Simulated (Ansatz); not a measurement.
`CB(C)OC=O` + H–F → `CB(C)F` + `O=CO` at 600 K and 1 bar (ligand exchange at a B–O bond).

Calculated with Ansatz (gas phase, PBE0-D4/def2-TZVP geometries, no zero-point term in ΔE). CCSD(T)/CBS adds triple-zeta CCSD(T) − MP2 to the extrapolated MP2 energy (def2 sets, frozen cores). This one scheme is used for every species. Each species was taken in one conformer, which may not be the lowest.

| species | CCSD(T)/CBS energy (Eh) | H − E (kJ/mol) | S (J/(mol·K)) |
| --- | --- | --- | --- |
| `CB(C)OC=O` | -293.57625 | 335.6 | 465.1 |
| H–F | -100.39570 | 42.3 | 194.0 |
| `CB(C)F` | -204.38401 | 260.4 | 388.7 |
| `O=CO` | -189.60296 | 117.0 | 286.2 |

H − E and S are ideal-gas, rigid-rotor, harmonic terms from PBE0-D4/def2-TZVP, for one conformer and one mirror image of each species. 1 Eh = 2625.50 kJ/mol, R = 8.31446 J/(mol·K).

Problem. By hand: ΔE, ΔH, ΔS and ΔG.

Solution. ΔE = (-204.38401) + (-189.60296) − (-293.57625) − (-100.39570) = -0.01502 Eh = -39.4 kJ/mol. Δ(H − E) = 260.4 + 117.0 − 335.6 − 42.3 = -0.5, so ΔH = -39.9 kJ/mol. ΔS = 388.7 + 286.2 − 465.1 − 194.0 = 15.8 J/(mol·K). ΔG = -39.9 − 600 × (15.8)/1000 = -49.4 kJ/mol.

Problem. By hand: the equilibrium constant, and the temperature at which ΔG would vanish if ΔH and ΔS stayed fixed.

Solution. log₁₀ K = −ΔG/(RT ln 10) = 4.3. ΔH and −TΔS have one sign here, so there is no such temperature.

ΔH outweighs TΔS. A doubt of 5 kJ/mol in ΔE shifts log₁₀ K by 0.4 here. Other conformers and mirror images would add mixing entropy, several J/(mol·K) or more a flexible species. Modes under 60 cm⁻¹, often nearly free rotors, make the harmonic entropy too high. These are equilibria of isolated gas molecules and say nothing of rates. Largest T1 diagnostic: 0.016 (customary marks: 0.02 for closed shells, 0.045 for open ones).
